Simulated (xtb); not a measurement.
xtb input:

```bash
xtb mol.xyz --gfn 2 --ohess tight --chrg -1 --uhf 0
```
mol.xyz:
```
7

C     -2.48528178    -0.34878232    -0.64338834
C     -1.54861669     0.04211158     0.29230217
B     -0.07813091     0.03785222     0.11201020
Cl     1.07349662     0.53278476     1.40457382
Cl     0.72091852    -0.51396368    -1.36675353
H     -3.53869285    -0.24047566    -0.19163745
H     -1.88605968     0.37492494     1.34589666
```

Which total energy does the run end on?

-15.79855 Eh (GFN2-xTB).

It need not be the lowest isomer of its formula. Whether it binds its extra electron was not tested at this geometry.
